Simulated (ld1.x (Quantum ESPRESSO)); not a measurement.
Which change was made? (Sm, ultrasoft)

* Element: Sm
* Generator: ld1.x (Quantum ESPRESSO) 7.5
* Type: ultrasoft
* Functional: BLYP
* Relativity: scalar-relativistic
* Frozen core: [Kr] 4d10
* Valence charge: 16
* Reference configuration: 4f6 5s2 5p6 5d1 6s1 6p0
* Partial waves: 5s (bound): rcut 1.80, rcutus 1.95 bohr; 6s (bound): rcut 1.80, rcutus 1.95 bohr; 5p (bound): rcut 2.20, rcutus 2.70 bohr; 6p (bound, empty): rcut 2.20, rcutus 2.70 bohr; 5d (bound): rcut 2.65, rcutus 3.45 bohr; 5d channel at 0.6 Ry: rcut 2.65, rcutus 3.45 bohr; 4f (bound): rcut 1.15, rcutus 1.50 bohr; 4f channel at 3.45 Ry: rcut 1.15, rcutus 1.50 bohr
* Local potential: all-electron potential smoothed inside 2.80 bohr (lloc = -2)
* Core correction: none
* Augmentation charge: PSQ, inside the norm-conserving radii

Cutoffs, loose and tight: the cutoffs (Ry, on a coarse ladder) from which the occupation-weighted sum of valence levels, in a spherical-Bessel basis at the reference potential, stays within 10 and 1 mRy of its value at 400 Ry. They do not see the model core or the augmentation charge, which bear on the density cutoff. Test errors are all-electron minus pseudo excitation energies from the reference, over the configurations 4f6 5s2 5p6 5d0 6s2 6p0; 4f6 5s2 5p6 5d0 6s1 6p0; 4f6 5s2 5p6 5d0 6s0 6p0; 4f5 5s2 5p6 5d0 6s0 6p0; 4f6 5s2 5p6 5d0 6s0 6p1; 4f6 5s2 5p6 5d0 6s0 6p2; 4f6 5s2 5p6 5d0.5 6s1.5 6p0; variants that change the core or the reference have their own tests.

The base gives: outcome: generated; cutoff, loose: 70 Ry; cutoff, tight: 100 Ry; bound ghosts: none; largest test error (meV): +119.

**Question.** After one change the result is: outcome: generated; cutoff, loose: 70 Ry; cutoff, tight: 100 Ry; bound ghosts: none; largest test error (meV): +152. Which change was it?
A. waves 5s (bound): rcut 1.58, rcutus 1.68 bohr; 6s (bound): rcut 1.58, rcutus 1.68 bohr
B. waves 5s (bound): rcut 1.80, rcutus 2.66 bohr; 6s (bound): rcut 1.80, rcutus 2.66 bohr
C. waves 5s (bound): rcut 1.80, rcutus 2.24 bohr; 6s (bound): rcut 1.80, rcutus 2.24 bohr
D. waves 5s (bound): rcut 1.30, rcutus 1.38 bohr; 6s (bound): rcut 1.30, rcutus 1.38 bohr

**Answer.** A. The others give: waves 5s (bound): rcut 1.30, rcutus 1.38 bohr; 6s (bound): rcut 1.30, rcutus 1.38 bohr → outcome: generated, overlap not positive; bound ghosts: not determined (overlap not positive); largest test error (meV): +286 | waves 5s (bound): rcut 1.80, rcutus 2.66 bohr; 6s (bound): rcut 1.80, rcutus 2.66 bohr → outcome: generated; cutoff, loose: 70 Ry; cutoff, tight: 100 Ry; bound ghosts: none; largest test error (meV): +409 | waves 5s (bound): rcut 1.80, rcutus 2.24 bohr; 6s (bound): rcut 1.80, rcutus 2.24 bohr → outcome: generated; cutoff, loose: 70 Ry; cutoff, tight: 100 Ry; bound ghosts: none; largest test error (meV): +83. A file whose overlap is not positive is unfit for use, and its test errors describe a broken file.
